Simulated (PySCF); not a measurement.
A GIAO shielding run with PySCF (density fitting, non-relativistic, gas phase) on `O(B(OC=C)F)C`, C₃H₆BFO₂:

```
$ OMP_NUM_THREADS=1 python probes_run.py task.json out

{"job": {"kind": "nmr", "xc": "B3LYP", "basis": "pcSseg-1", "pop": false}, "charge": 0, "multiplicity": 1}
C     -2.342434     0.937251     0.937987
C     -1.730757     0.070397     0.135929
O     -0.376121     0.008366     0.043629
B      0.273925    -0.838988    -0.807193
F     -0.422784    -1.654320    -1.594193
O      1.611999    -0.872903    -0.878764
C      2.442784    -0.059780    -0.087816
H     -1.774004     1.636959     1.554175
H     -3.431314     0.953822     0.984189
H     -2.273451    -0.642373    -0.494182
H      3.184053     0.428956    -0.737351
H      2.982028    -0.682488     0.642951
H      1.871063     0.709584     0.452040
```

Hardware: 1 thread of an Intel Xeon 6975P-C, shared host.

Task: How large is the calculation?

Result: 54 electrons, 149 basis functions and 768 auxiliary functions.

Task: How long does it take, and how much memory does it need?

Result: 8.9 s of wall time, with 14 SCF cycles and 4 response iterations; peak memory 0.84 GiB. Times on a shared host scatter by some tens of per cent.

Task: And these other runs on the same molecule and hardware: GIAO shielding at B97-D/pcSseg-1; GIAO shielding at BHandHLYP/pcSseg-1; GIAO shielding at BLYP/pcSseg-1; GIAO shielding at CAM-B3LYP/pcSseg-1; GIAO shielding at PBE0/6-31G; GIAO shielding at PBE0/STO-3G?

Result: B97-D/pcSseg-1: 149 functions, 13 s; BHandHLYP/pcSseg-1: 149 functions, 8.7 s; BLYP/pcSseg-1: 149 functions, 13 s; CAM-B3LYP/pcSseg-1: 149 functions, 12 s; PBE0/6-31G: 75 functions, 5.1 s; PBE0/STO-3G: 41 functions, 2.6 s.
